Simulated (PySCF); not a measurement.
HAlCl₂ (SMILES [Cl][AlH][Cl]), singlet, geometry from GFN2-xTB (such geometries of metal compounds can be far from the true shape).

The PySCF input:
```python
from pyscf import gto, scf, dft
from pyscf.prop import polarizability

mol = gto.Mole()
mol.atom = '''
    Al   -0.41006117   -0.46267239    0.16435124
    H    -1.38536588   -1.56310960    0.55525033
    Cl    1.44447255   -0.50908263    0.97140246
    Cl   -1.04940425    0.95483855   -1.12974460
'''
mol.basis = 'def2-svp'
mol.verbose = 4
mol.build()

mf = dft.RKS(mol)
mf.xc = 'pbe0'
mf.kernel()
alpha = mf.Polarizability().polarizability()[2, 2]
print('alpha_zz =', alpha)
```

Question: What does this run give for the number of basis functions, HOMO energy, HOMO-LUMO gap, nuclear repulsion energy, Mulliken (on the basis functions themselves) charges in atom order, polarisability along z?

Answer: 
| Item | Result |
|---|---|
| number of basis functions | 59 |
| HOMO energy | -9.11 eV |
| HOMO-LUMO gap | 8.01 eV |
| nuclear repulsion energy | 168.8225 Eh |
| Mulliken (on the basis functions themselves) charges in atom order | Al1 0.64, H2 -0.16, Cl3 -0.24, Cl4 -0.24 |
| polarisability along z | 34.1 bohr³ |
